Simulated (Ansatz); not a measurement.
Energy difference R1 → P1 + P2, each structure at its B3LYP-D3(BJ)/def2-TZVP stationary point, reached from a drawn start (curvature not checked).
P1: H atom, charge 0, multiplicity 2.
R1: H2Zn (SMILES [ZnH2]), charge 0, multiplicity 1.
P2, HZn (SMILES [ZnH]) (charge 0, multiplicity 2):
```json
[
 {"atom": "Zn", "x (Å)": "0.0000", "y (Å)": "0.0000", "z (Å)": "-0.8164"},
 {"atom": "H", "x (Å)": "0.0000", "y (Å)": "0.0000", "z (Å)": "0.8164"}
]
```

P less R. No zero-point or thermal terms; singlets are restricted closed shells; open shells are unrestricted; no spin–orbit coupling. The spin states of the d-block species are the ones drawn and need not be the lowest.

Correlated levels freeze the cores. CBS(a, b) extrapolates the correlation energy as X⁻³ and adds the Hartree–Fock energy of set b.

Programs: Ansatz (Gaussian basis) for Hartree–Fock, density functionals and correlated methods. All values are computed, each at the level named.

PBE/def2-TZVPP gives 3.390 eV for the reaction energy.

Predict the shift from PBE, with its sign, for: r2SCAN/def2-TZVPP, PBE0/def2-TZVPP, wB97M-V/def2-TZVPP, B2PLYP/def2-TZVPP, MP2/CBS(def2-TZVPP, def2-QZVPP), CCSD(T)/CBS(def2-TZVPP, def2-QZVPP).

r2SCAN/def2-TZVPP 0.077; PBE0/def2-TZVPP -0.006; wB97M-V/def2-TZVPP 0.196; B2PLYP/def2-TZVPP 0.096; MP2/CBS(def2-TZVPP, def2-QZVPP) 0.158; CCSD(T)/CBS(def2-TZVPP, def2-QZVPP) 0.167 eV. 5 of 6 lie above PBE; the widest gap is to wB97M-V/def2-TZVPP.

Ansatz is a quantum-chemistry and plane-wave program.
